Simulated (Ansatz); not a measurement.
A set of 12 reactions (hydrogen abstraction), with CCSD(T)/CBS values in kJ/mol:

| reaction | ΔE |
| --- | --- |
| `[SiH3][SiH2][SiH3]` + H• → `[SiH3][SiH][SiH3]`• + H₂ | -79.0 |
| CH₃OH + `[CH3]`• → `[CH2]O`• + CH₄ | -37.0 |
| `FC(F)C(F)(F)F` + H• → `F[C](F)C(F)(F)F`• + H₂ | 5.5 |
| `[OH][GeH]([OH])[Cl]` + H• → `[OH][Ge]([OH])[Cl]`• + H₂ | -79.6 |
| `[NH2][SnH2][F]` + `[CH3]`• → `[NH2][SnH][F]`• + CH₄ | -138.7 |
| `C[O][GaH][CH3]` + H• → `C[O][Ga][CH3]`• + H₂ | -102.4 |
| CH₃OH + `[OH]`• → `C[O]`• + H₂O | -51.8 |
| `[SiH3]B([SiH3])[SiH3]` + `[OH]`• → `[SiH2]B([SiH3])[SiH3]`• + H₂O | -194.3 |
| `[NH2][SnH2][F]` + H• → `[NH2][SnH][F]`• + H₂ | -127.1 |
| `FC(F)C(F)(F)F` + `[CH3]`• → `F[C](F)C(F)(F)F`• + CH₄ | -6.2 |
| `[SiH3][SiH2][SiH3]` + `[SiH3]`• → `[SiH3][SiH][SiH3]`• + SiH₄ | -25.3 |
| `[F][SbH][F]` + `[SiH3]`• → `[F][Sb][F]`• + SiH₄ | -116.2 |

Program: Ansatz. Geometries: PBE0-D4/def2-TZVP. ΔE: electronic, gas phase. CCSD(T)/CBS adds triple-zeta CCSD(T) − MP2 to the extrapolated MP2 energy (def2 sets, frozen cores). This one scheme is used for every species, atoms too. DFT in def2-TZVPP. B3LYP here is the variant with VWN-RPA as its local correlation; programs differ in this. Open shells (•) are unrestricted, without spin–orbit coupling. def2 core potentials past Kr. For Ga, Ge, Sb, Sn outer-core shells are correlated without core-valence functions, so the limit isn't a true one: a few kJ/mol of doubt a bond, and 10 to 20 or more in all where bonds break to atoms. Scalar relativity is left out up to krypton. Each species was taken in one conformer, which may not be the lowest.

Problem. Give the mean, mean absolute and largest difference (level minus CCSD(T)/CBS, kJ/mol) for: PBE-D4, r2SCAN-D4, PBE0-D4, ωB97X-V, ωB97M-V, PBE, PBE0, B3LYP, HF/def2-TZVPP, MP2/def2-TZVPP, CCSD(T)/def2-TZVPP, HF/def2-QZVPP, MP2/CBS(def2), CCSD/CBS(def2). (An estimate is asked.)

Solution. Computed: 
```json
{"level": "PBE-D4", "mean": "-13.3", "mean absolute": "14.3", "largest": "-29.9"}
{"level": "r2SCAN-D4", "mean": "-10.1", "mean absolute": "11.2", "largest": "-21.7"}
{"level": "PBE0-D4", "mean": "-4.2", "mean absolute": "5.4", "largest": "-13.9"}
{"level": "ωB97X-V", "mean": "0.3", "mean absolute": "6.3", "largest": "18.2"}
{"level": "ωB97M-V", "mean": "-4.2", "mean absolute": "6.0", "largest": "-10.9"}
{"level": "PBE", "mean": "-14.1", "mean absolute": "14.9", "largest": "-30.2"}
{"level": "PBE0", "mean": "-4.8", "mean absolute": "5.8", "largest": "-14.4"}
{"level": "B3LYP", "mean": "-13.2", "mean absolute": "14.7", "largest": "-29.8"}
{"level": "HF/def2-TZVPP", "mean": "23.8", "mean absolute": "24.1", "largest": "99.3"}
{"level": "MP2/def2-TZVPP", "mean": "4.1", "mean absolute": "8.3", "largest": "-20.8"}
{"level": "CCSD(T)/def2-TZVPP", "mean": "1.4", "mean absolute": "1.7", "largest": "8.4"}
{"level": "HF/def2-QZVPP", "mean": "23.2", "mean absolute": "23.5", "largest": "98.5"}
{"level": "MP2/CBS(def2)", "mean": "2.7", "mean absolute": "8.9", "largest": "-29.2"}
{"level": "CCSD/CBS(def2)", "mean": "1.6", "mean absolute": "2.1", "largest": "8.7"}
```

The largest T1 diagnostic in the set is 0.019, for `C[O]`• (customary mark 0.045).

CCSD(T)/CBS is a level of theory with its own doubt, and the functionals carry their triple-zeta basis error, so these figures describe this set and don't rank the functionals.
